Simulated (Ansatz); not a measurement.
Consider the formal exchange of groups at a Ga–O bond: `C[O][Ga]([Cl])[Cl]` + `C#CCC#N` → `C#[C][Ga]([Cl])[Cl]` + `COCC#N`.

Gas-phase electronic energies from Ansatz, PBE0-D4/def2-TZVP geometries. CCSD(T)/CBS is the MP2 limit (def2-TZVPP, def2-QZVPP) plus CCSD(T) − MP2 in def2-TZVPP, frozen cores. This one scheme is used for every species. Functionals use def2-TZVPP. For Ga outer-core shells are correlated without core-valence functions, which leaves a few kJ/mol of doubt a bond. Scalar relativity is left out up to krypton. One conformer a species, not always the lowest.

`C[O][Ga]([Cl])[Cl]`:

Cartesian coordinates in Å:
```
C -0.706 1.109 0.023
O -0.454 -0.111 0.689
Ga 0.712 -1.301 0.127
Cl 1.834 -0.954 -1.642
Cl 0.969 -3.074 1.243
H -1.765 1.160 -0.244
H -0.477 1.940 0.695
H -0.114 1.231 -0.891
```

`C#CCC#N`:

```xyz
8

C     1.265   -0.074    1.546
C     0.551    0.159    0.614
C    -0.313    0.456   -0.519
C    -1.027   -0.717   -1.014
N    -1.597   -1.628   -1.417
H     1.899   -0.286    2.375
H     0.274    0.874   -1.343
H    -1.052    1.216   -0.241
```

`C#[C][Ga]([Cl])[Cl]`:

```xyz
6

C    -1.808   -0.631   -0.312
C    -0.684   -0.238   -0.119
Ga    1.073    0.375    0.185
Cl    1.464    2.346    0.859
Cl    2.756   -0.873   -0.129
H    -2.801   -0.979   -0.484
```

`COCC#N`:

Cartesian coordinates in Å:
```
C 1.101 0.407 0.696
O 0.416 0.788 -0.477
C -0.864 0.248 -0.566
C -0.862 -1.216 -0.709
N -0.847 -2.360 -0.810
H 0.550 0.719 1.593
H 2.066 0.911 0.674
H 1.261 -0.677 0.734
H -1.478 0.499 0.312
H -1.342 0.681 -1.447
```

Question: Is it downhill or uphill in electronic energy at CCSD(T)/CBS, and by how much? (Best estimate.)

Answer: Computed: Uphill: ΔE = +14.7 kcal/mol.

Question: What do these levels give: ωB97X-V, r2SCAN, PBE0, CCSD(T)/def2-SVP, MP2/def2-TZVPP, MP2/CBS(def2)? (Best estimate.)

Answer: Ansatz gave: ωB97X-V 14.4, r2SCAN 15.0, PBE0 14.8, CCSD(T)/def2-SVP 15.2, MP2/def2-TZVPP 15.5, MP2/CBS(def2) 16.3 kcal/mol.

Largest T1 diagnostic among the species: 0.013.

Leaving LDA and LC-ωPBE aside and taking each functional with its dispersion term where it has one, the values, not all of them listed here, spread over 1.3 kcal/mol, from ωB97M-V to BLYP-D4.
